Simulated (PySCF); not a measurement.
Spinor energies of F⁴⁺ (fluorine, charge +4)

Start: [He] 2s2 2p1; 2p1/2 filled at m_j = +1/2. Calculated with PySCF 2.14 in an even-tempered Gaussian basis (18 s from 0.32 bohr⁻², ratio 2.4; 11 p from 0.41 bohr⁻², ratio 2.4; 5 d from 2 bohr⁻², ratio 2.6; 5 f from 2.9 bohr⁻², ratio 2.6): generalised Hartree-Fock with the X2C-1e Hamiltonian and a Gaussian nucleus; one run each with spin-orbit coupling (SO) switched off, then screened by Boettger's factors.

```
spinor shell  electrons  ε, spin-free (eV)  ε, screened SO (eV)  weight of nominal j (screened SO)  rms radius, screened SO (bohr)
       1s1/2          2            -832.73              -832.70                              1.000                           0.202
       2s1/2          2            -127.25              -127.24                              0.999                           0.913
       2p1/2          1            -115.04              -115.10                              0.942                           0.844
```

| quantity | spin-free | screened SO |
| --- | --- | --- |
| E (hartree) | -92.22090 | -92.22314 |
| M_J | 1/2 | 1/2 |
| ⟨J²⟩ | 1.104 | 0.927 |
| ⟨L²⟩ | 2.006 | 2.006 |
| ⟨S²⟩ | 0.752 | 0.752 |

Each row is a mean over spinors that exchange with the open shell spreads, by up to 0.934 eV (2s1/2).

⟨J²⟩ departs a little from M_J(M_J + 1) because the unrestricted spinors polarise the closed shells.

Without spin-orbit coupling the j labels of p, d and f shells carry no meaning; the spin-free column gives the mean over the occupied spinors of each nl shell, and its ⟨J²⟩ belongs to a mixture of degenerate components.
